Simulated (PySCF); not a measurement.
SMILES CC(C)(C)C[SiH2]Cl (C5H13ClSi), GFN2-xTB optimised geometry.

```
20

C      2.15    -0.11     0.00
C      0.62    -0.11     0.00
C      0.12     1.33     0.00
C      0.12    -0.82    -1.26
C      0.13    -0.85     1.26
Si    -1.74    -0.89     1.61
Cl    -2.01    -2.13     3.18
H      2.53     0.41     0.87
H      2.53    -1.13     0.02
H      2.53     0.38    -0.89
H     -0.96     1.37    -0.10
H      0.55     1.88    -0.83
H      0.40     1.83     0.92
H      0.53    -0.34    -2.15
H      0.44    -1.86    -1.26
H     -0.96    -0.79    -1.33
H      0.49    -1.88     1.21
H      0.62    -0.41     2.12
H     -2.26     0.42     2.01
H     -2.53    -1.43     0.51
```

Density from PBE0/def2-SVP (PySCF) at that geometry.

Minimum of the electron density along straight lines between bonded atoms, close to the bond critical point (lines longer than 1.1 times the sum of covalent radii, or with two minima, are not listed):

| bond | length / Å | ρ at the minimum / e bohr⁻³ | ∇²ρ there / e bohr⁻⁵ | position (fraction from the first atom) |
|---|---|---|---|---|
| C1–C2 | 1.533 | 0.243 | -0.55 | 0.50 |
| C2–C3 | 1.528 | 0.245 | -0.56 | 0.50 |
| C2–C4 | 1.529 | 0.244 | -0.56 | 0.50 |
| C2–C5 | 1.536 | 0.238 | -0.52 | 0.50 |
| C5–Si6 | 1.902 | 0.114 | 0.28 | 0.62 |
| Si6–Cl7 | 2.026 | 0.095 | 0.32 | 0.37 |
| C1–H8 | 1.088 | 0.276 | -1.00 | 0.62 |
| C1–H9 | 1.088 | 0.276 | -1.00 | 0.62 |
| C1–H10 | 1.088 | 0.276 | -1.00 | 0.62 |
| C3–H11 | 1.087 | 0.276 | -1.00 | 0.62 |
| C3–H12 | 1.088 | 0.276 | -1.01 | 0.62 |
| C3–H13 | 1.088 | 0.276 | -1.01 | 0.62 |
| C4–H14 | 1.088 | 0.276 | -1.00 | 0.62 |
| C4–H15 | 1.088 | 0.276 | -1.01 | 0.62 |
| C4–H16 | 1.087 | 0.277 | -1.01 | 0.62 |
| C5–H17 | 1.094 | 0.270 | -0.95 | 0.62 |
| C5–H18 | 1.095 | 0.270 | -0.95 | 0.62 |
| Si6–H19 | 1.462 | 0.120 | 0.31 | 0.49 |
| Si6–H20 | 1.462 | 0.120 | 0.32 | 0.49 |
